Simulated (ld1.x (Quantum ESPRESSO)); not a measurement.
**Cutoff test, cerium (Ce), RRKJ**

* Element: Ce
* Generator: ld1.x (Quantum ESPRESSO) 7.5
* Type: norm-conserving RRKJ (Kleinman–Bylander form)
* Functional: LDA (PZ)
* Relativity: fully relativistic
* Frozen core: [Kr] 4d10 4f1
* Valence charge: 11
* Reference configuration: 5s2 5p6 5d1 6s0 6p0 (charge +2)
* Partial waves: 5s (bound): rc 2.40 bohr; 5p (bound): rc 2.80 bohr; 5d (bound): rc 2.75 bohr
* Local potential: all-electron potential smoothed inside 2.45 bohr (lloc = -1)
* Core correction: none
* rho0: 0.02

Open shells are filled in proportion to 2j + 1 (rel_dist='average').

The pseudo-atom Hamiltonian at the reference potential is diagonalised in spherical Bessel functions j_l(qr) that vanish at 20 bohr, with q² up to the cutoff. All-electron valence levels (Ry): 5s -3.9359, 6s -1.0234, 5p1/2 -2.7972, 6p1/2 -0.7641, 5p3/2 -2.5887, 6p3/2 -0.7311, 5d3/2 -1.1159, 5d5/2 -1.0965.

Q: How do the lowest levels (Ry) of each channel move with the cutoff, and are there ghosts?

A:

| cutoff (Ry) | s #1 | s #2 | s #3 | p1/2 #1 | p1/2 #2 | p3/2 #1 | p3/2 #2 | d3/2 #1 | d3/2 #2 | d5/2 #1 | d5/2 #2 | f #1 | f #2 | Σ f·Δε (mRy) |
| --- | --- | --- | --- | --- | --- | --- | --- | --- | --- | --- | --- | --- | --- | --- |
| 8 | -3.7387 | -0.9369 | -0.3997 | -2.7632 | -0.7460 | -2.5742 | -0.7244 | -1.0909 | -0.4020 | -1.0755 | -0.3992 | -0.3391 | -0.1884 | 541.2 |
| 10 | -3.8127 | -0.9590 | -0.4067 | -2.7899 | -0.7504 | -2.5865 | -0.7287 | -1.1083 | -0.4064 | -1.0903 | -0.4031 | -0.3406 | -0.1895 | 274.6 |
| 12 | -3.8699 | -0.9769 | -0.4124 | -2.7961 | -0.7511 | -2.5884 | -0.7296 | -1.1138 | -0.4079 | -1.0946 | -0.4044 | -0.3414 | -0.1900 | 135.3 |
| 15 | -3.9062 | -0.9888 | -0.4162 | -2.7970 | -0.7511 | -2.5885 | -0.7297 | -1.1148 | -0.4083 | -1.0953 | -0.4046 | -0.3419 | -0.1903 | 59.8 |
| 21 | -3.9345 | -0.9990 | -0.4195 | -2.7970 | -0.7512 | -2.5886 | -0.7297 | -1.1149 | -0.4083 | -1.0954 | -0.4047 | -0.3421 | -0.1904 | 2.8 |
| 25 | -3.9357 | -0.9996 | -0.4197 | -2.7970 | -0.7512 | -2.5886 | -0.7298 | -1.1149 | -0.4083 | -1.0955 | -0.4047 | -0.3421 | -0.1904 | 0.5 |
| 30 | -3.9358 | -0.9997 | -0.4197 | -2.7971 | -0.7512 | -2.5886 | -0.7298 | -1.1149 | -0.4083 | -1.0955 | -0.4047 | -0.3421 | -0.1904 | 0.1 |
| 35 | -3.9358 | -0.9997 | -0.4197 | -2.7971 | -0.7512 | -2.5886 | -0.7298 | -1.1150 | -0.4083 | -1.0955 | -0.4047 | -0.3421 | -0.1904 | 0.1 |
| 400 | -3.9358 | -0.9997 | -0.4197 | -2.7971 | -0.7512 | -2.5886 | -0.7298 | -1.1150 | -0.4083 | -1.0955 | -0.4047 | -0.3421 | -0.1904 | 0.0 |

Result: no extra level below or beside the all-electron valence levels (s, p1/2, p3/2, d3/2, d5/2, f tested); 10 mRy is reached at 21 Ry and 1 mRy at 25 Ry.

Its largest configuration-test error is -494 meV.
